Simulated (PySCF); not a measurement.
Several orderings of computed values.

Each SMILES stands for a single optimised conformer of the isolated species, non-relativistic unless stated; the electronic structure was computed with PySCF and density fitting.

Dipoles, sizes and rotational constants follow the conformer. The torsions of the flexible species, by atom-mapped SMILES:
- `[CH:1]#[C:2][Si@@H:3]1[CH:4]=[C:5]([CH2:6][Cl:7])[SiH2:8][O:9]1`: C4–C5–C6–Cl7 124°
- `[CH3:1][CH2:2][O:3][Si@@H:4]([CH:5]=[O:6])[C@@H:7]([CH3:8])[F:9]`: C1–C2–O3–Si4 66°, C2–O3–Si4–C5 51°, O3–Si4–C5–O6 -20°, O3–Si4–C7–C8 70°
- `[F:1][C:2]([F:3])([F:4])[CH2:5][c:6]1[cH:7][cH:8][o:9][cH:10]1`: F1–C2–C5–C6 61°, C2–C5–C6–C7 87°
- `[O:1]=[CH:2][C:3]#[C:4][C@@H:5]1[SiH2:6][C@H:7]1[SiH2:8][Cl:9]`: Si6–C7–Si8–Cl9 29°
- `[CH3:1][CH2:2][SiH2:3][Si:4]([CH3:5])([SiH3:6])[SiH3:7]`: C1–C2–Si3–Si4 176°, C2–Si3–Si4–C5 59°
- `[F:1][CH2:2]/[C:3]([F:4])=[C:5]1\[CH:6]=[C:7]([F:8])[CH2:9][O:10]1`: F1–C2–C3–F4 -135°
- `[CH3:1][SiH2:2][CH2:3][S:4][Si@H:5]([CH3:6])[OH:7]`: C1–Si2–C3–S4 175°, Si2–C3–S4–Si5 79°, C3–S4–Si5–C6 154°, H–O7–Si5–S4 167°
- `[CH2:1]=[CH:2][SiH2:3][C@@H:4]([Cl:5])[CH2:6][F:7]`: C1–C2–Si3–C4 -107°, C2–Si3–C4–Cl5 -63°, Si3–C4–C6–F7 60°
- `[CH3:1]/[C:2]([Cl:3])=[C:4](\[SiH3:5])[CH2:6][F:7]`: C2–C4–C6–F7 -179°

Question: Rank by HOMO energy, lowest first (PBE0/pcSseg-1 at GFN2-xTB geometries).
A. `C(S[Si@@H](O)C)[SiH2]C`
B. `FC/C(F)=C1\C=C(F)CO1`
C. `FC(F)(F)CC1=COC=C1`
D. `C(C1=C[Si@@H](C#C)O[SiH2]1)Cl`
E. `CCO[Si@@H](C=O)[C@@H](C)F`
F. `CC[SiH2][Si](C)([SiH3])[SiH3]`
G. `C(#CC=O)[C@H]1[C@@H]([SiH2]1)[SiH2]Cl`

Answer: D (-8.19 eV), F (-7.74 eV), G (-7.23 eV), C (-6.90 eV), E (-6.78 eV), A (-6.44 eV), B (-6.20 eV).

Question: By how much do the two ends of that ranking differ?

Answer: By 1.99 eV, between `FC/C(F)=C1\C=C(F)CO1` and `C#C[Si@@H]1C=C(CCl)[SiH2]O1`.

Question: Rank by dipole moment, lowest first (PBE0/pcSseg-1 at GFN2-xTB geometries).
A. `FC/C(F)=C1\C=C(F)CO1`
B. `CCO[Si@@H](C=O)[C@@H](C)F`
C. `C[SiH2]CS[Si@H](C)O`
D. `[Si]([SiH3])(C)([SiH2]CC)[SiH3]`
E. `FC(F)(F)Cc1ccoc1`
F. `C(C=O)#C[C@@H]1[SiH2][C@H]1[SiH2]Cl`

Answer: D (1.31 D), A (1.59 D), E (2.11 D), B (2.28 D), C (2.51 D), F (5.07 D).

Question: Rank by smallest rotational constant, highest first (GFN2-xTB).
A. `FC(F)(F)Cc1ccoc1`
B. `C/C(Cl)=C(\[SiH3])CF`
C. `C=C[SiH2][C@@H](Cl)CF`
D. `CC1=C(F)[SiH2][SiH2]1`

Answer: D (1.280 GHz), C (0.994 GHz), B (0.818 GHz), A (0.753 GHz).

Question: By how much do the two ends of that ranking differ?

Answer: By 0.527 GHz, between `CC1=C(F)[SiH2][SiH2]1` and `FC(F)(F)Cc1ccoc1`.

Question: Rank by HOMO–LUMO gap, highest first (PBE0/pcSseg-1 at GFN2-xTB geometries).
A. `FC(F)(F)CC1=COC=C1`
B. `O=CC#C[C@@H]1[SiH2][C@H]1[SiH2]Cl`
C. `CC[SiH2][Si](C)([SiH3])[SiH3]`
D. `C#C[Si@@H]1C=C(CCl)[SiH2]O1`
E. `C[SiH2]CS[Si@H](C)O`
F. `CCO[Si@@H](C=O)[C@@H](C)F`

Answer: C (7.27 eV), D (7.05 eV), A (6.94 eV), E (6.76 eV), B (5.46 eV), F (5.33 eV).
